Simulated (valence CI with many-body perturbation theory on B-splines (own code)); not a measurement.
# Cd XLIV in brief

Calculated by relativistic CI+MBPT: three valence electrons over a frozen Dirac-Fock core [He], a basis of 11 s, 11 p, 9 d, 7 f, 5 g, 2 h, 1 i functions for each j, with the one-electron correlation potential Σ1 (screened to all orders), the two-electron term Σ2, the three-electron term Σ3, Breit, model QED; selected single and double excitations, second order for the rest (own B-spline code, finite nucleus).

No measured spectrum was set against this ion. As an estimate, large intervals hold to a few tenths of a per cent, small ones and those within an open d or f shell to about a per cent.

Levels are named by their leading jj configuration (3d3/2^4 stands for four electrons in 3d with j = 3/2), which in mixed levels can hold well under half, so a name can repeat and another be missing.

Rates and lifetimes use the calculated energies. Strong lines usually hold to 10 to 20 %, long lifetimes can be off by a factor of two.

Task: What is the ground level?

Result: (2s^2 2p1/2) J=1/2, composition 100 % 2s2 2p 2P°, g = 0.646.

Task: Where does the other parity begin?

Result: At (2s 2p1/2^2) J=1/2, 136.5 eV.

Task: How well does LS coupling describe the low levels?

Result: Among the lowest 20 levels the leading LS term, summed over configurations, holds 76 % on average. For single configurations the figures are 73 % in LS and 93 % in jj coupling. Terms mix most in the J = 3/2 level at 530.9 eV, where the leading one holds 44 %.

Task: Among levels below 4625.7 eV, which E1 lines absorb most strongly from the ground level?

Result: to (2s^2 3d3/2) J=3/2 at 0.3002 nm, f = 0.747; to (2s 2p1/2 3p3/2) J=3/2 at 0.2944 nm, f = 0.200; to (2s 2p1/2 3p3/2) J=1/2 at 0.2949 nm, f = 0.129.

Task: What are the static dipole polarisabilities of the lowest levels?

Result: (2s^2 2p1/2) J=1/2 0.00114 bohr³, of which the core gives 1.53e-06.
